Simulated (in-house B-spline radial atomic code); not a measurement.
**Ionising La⁴⁺ with different functionals**

Computed with a radial B-spline atomic code at the basis-set limit: scalar-relativistic (spin-free X2C) Hamiltonian, Fermi nucleus of rms radius 4.855 fm, spin-polarised at highest spin, spherical fractional occupations for the functionals, and exact exchange of hybrids averaged over the configuration. The ionisation energy is the difference of two self-consistent energies, [Kr] 4d10 5s2 5p5 → [Kr] 4d10 5s2 5p4, without Breit or QED terms; ε is the level of the shell that loses the electron (its least bound occupied spin orbital). There is no spin-orbit coupling in this Hamiltonian.

| method | rung | ΔSCF (eV) | -ε(5p) (eV) |
| --- | --- | --- | --- |
| PBE0 | global hybrid | 62.60 | 58.21 |
| B3LYP | global hybrid | 62.67 | 57.89 |
| TPSSh | global hybrid | 62.62 | 57.29 |
| BHandHLYP | global hybrid | 62.49 | 59.68 |
| r2SCAN0 | global hybrid | 62.69 | 58.40 |
| B97-1 | global hybrid | 62.52 | 57.86 |
| HSE06 | range-separated hybrid | 62.57 | 57.74 |
| wB97X | range-separated hybrid | 62.44 | 60.63 |
| CAM-B3LYP | range-separated hybrid | 62.67 | 59.72 |
| LC-wPBE | range-separated hybrid | 62.67 | 61.28 |

Among the functionals, which spreads more, the ΔSCF values or the orbital energies?

The orbital energies: ΔSCF values span about 0.24 eV and the orbital energies 3.99 eV; here energy differences depend much less on the functional than eigenvalues do.

How do they compare with the NIST value?

NIST lists 61.6 eV ± 0.6 (semi-empirical, ground level to ground level). Errors run from +0.84 to +1.09 eV; all lie within about twice that uncertainty, so the table can't rank the methods.
